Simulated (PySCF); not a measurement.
## InBi⁺: from constants to spectrum

UHF-CCSD(T) constants of InBi⁺, ⁴Σ⁻ (quartet), unpaired electrons σ ↑, π ↑↑ (basis In cc-pVDZ-PP with ECP28, Bi cc-pVDZ-PP with ECP60; scalar-relativistic core potentials; PySCF 2.14; masses 114.9039 and 208.9804 u):

* ωe: 62.4 cm⁻¹
* ωexe: 0.315 cm⁻¹
* Be: 0.020252 cm⁻¹
* αe: 0.000125 cm⁻¹
* D (centrifugal): 8.54e-09 cm⁻¹

Question: Give the vibrational terms G(v) and spacings up to v = 6.

Answer: G(v) = ωe(v+½) − ωexe(v+½)².

```
v  G(v) (cm⁻¹)  G(v) − G(v−1)  Bv (cm⁻¹)
0         31.1                   0.02019
1         92.9           61.8    0.02006
2        154.0           61.1    0.01994
3        214.5           60.5    0.01981
4        274.4           59.9    0.01969
5        333.7           59.2    0.01956
6        392.3           58.6    0.01944
```

Correlated steps freeze 8 core orbitals. Spin–orbit coupling is left out, which matters for elements this heavy, above all for dissociation energies. The state is the lowest determinant that a PBE0 search found; another state may lie lower at other levels.
